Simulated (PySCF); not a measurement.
FH5N2OSn, SMILES [F][Sn]([NH2])([OH])[NH2]. Coordinates come from a B3LYP-D3(BJ)/def2-SVP optimisation. The structure was generated by enumeration; whether it is a known compound was not checked. The def2 effective core potentials stand for the cores of Sn; spin–orbit coupling is left out. One conformer was computed; it need not be the lowest.

Problem. Give the equilibrium geometry at B3LYP-D3(BJ)/def2-SVP (PySCF confirms it by a frequency run) as Cartesian coordinates in Å. (Estimate from the structure and the level; the computed values follow.)

Solution. This is not unique; one that fits is 
```xyz
10

N     -1.4566    -1.3593    -0.4281
Sn     0.0024    -0.0140     0.0149
N      1.6622    -0.7216     0.9463
O     -0.6782     1.4182     1.1964
F      0.4331     0.7834    -1.7160
H     -1.5802    -1.4406    -1.4386
H     -1.2406    -2.2872    -0.0615
H      2.4195    -0.8989     0.2843
H      2.0020    -0.0408     1.6283
H     -1.6331     1.5364     1.0892
```
Charge 0, spin multiplicity 1.
